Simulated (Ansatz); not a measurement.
ClF₂H₃O₃Si₂, SMILES `O[SiH](Cl)O[Si](O)(F)F`. Charge 0, multiplicity 1. Geometry: relaxed with PBE0-D4/def2-TZVP. It is one conformer, not always the lowest.

```xyz
11

O    -0.443    1.829    1.025
Si    0.045    1.606   -0.505
Cl    2.058    1.909   -0.694
O    -0.255    0.072   -0.995
Si   -0.196   -1.404   -0.377
O     0.044   -1.255    1.220
F    -1.535   -2.171   -0.687
F     0.951   -2.256   -1.039
H    -0.203    1.157    1.668
H    -0.673    2.547   -1.367
H     0.207   -2.035    1.751
```

(1) What is the dipole moment at ωB97M-V/def2-TZVPP? (Best estimate.)

(2) And with PBE, r2SCAN, B3LYP? (Best estimate.)

(3) Give the Mulliken charges with ωB97M-V, PBE, r2SCAN in def2-TZVPP. (Estimate.)

Results:

(1) The calculation gave: 2.45 D, with components (-0.09, -1.33, 2.06) D in this frame, pointing from negative to positive charge.

(2) Ansatz gave: PBE 2.41 D, r2SCAN 2.45 D, B3LYP 2.41 D.

(3) The calculation gave: 
```
atom  ωB97M-V    PBE  r2SCAN
  O1    -0.37  -0.33   -0.39
 Si2     0.60   0.57    0.70
 Cl3    -0.21  -0.21   -0.24
  O4    -0.35  -0.27   -0.37
 Si5     0.89   0.75    0.92
  O6    -0.37  -0.34   -0.40
  F7    -0.28  -0.25   -0.29
  F8    -0.28  -0.25   -0.29
  H9     0.20   0.20    0.21
 H10    -0.01  -0.06   -0.06
 H11     0.19   0.20    0.21
```

B3LYP here is the variant with VWN-RPA as its local correlation; programs differ in this.
